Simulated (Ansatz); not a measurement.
C8H16 can be A, `C[C@@H]1CCCC[C@@H]1C`, or B, `CC[C@@H]1CCC[C@H]1C`.

Computed with Ansatz on PBE0-D4/def2-TZVP structures; ΔE is electronic, products minus reactants. CCSD(T)/CBS is the MP2 limit (def2-TZVPP, def2-QZVPP) plus CCSD(T) − MP2 in def2-TZVPP, frozen cores. Functionals use def2-TZVPP. B3LYP here is the variant with VWN-RPA as its local correlation; programs differ in this. One conformer a species, not always the lowest.

(1) Which is lower in electronic energy at CCSD(T)/CBS, and by how much? (Best estimate.)

(2) Give E(B) − E(A) in kJ/mol with CCSD(T)/def2-SVP, HF/def2-TZVPP, PBE-D4, B3LYP, B2PLYP, ωB97M-V, r2SCAN-D4. (An estimate is asked.)

Largest T1 diagnostic: 0.009.

Answers

(1) The calculation gave: A, by 17.7 kJ/mol.

(2) The calculation gave: CCSD(T)/def2-SVP 20.6, HF/def2-TZVPP 10.4, PBE-D4 15.0, B3LYP 10.3, B2PLYP 13.8, ωB97M-V 16.8, r2SCAN-D4 17.3. None reverses the order clearly.

Leaving LDA and LC-ωPBE aside and taking each functional with its dispersion term where it has one, the values, not all of them listed here, spread over 4.5 kJ/mol, from B2PLYP to BHLYP-D4. LDA lies +11.1 kJ/mol from PBE without D4. In def2-TZVPP, CCSD(T) changes the Hartree–Fock value by +7.1 kJ/mol (the triples alone add +0.6 kJ/mol) and MP2 by +8.2 kJ/mol.
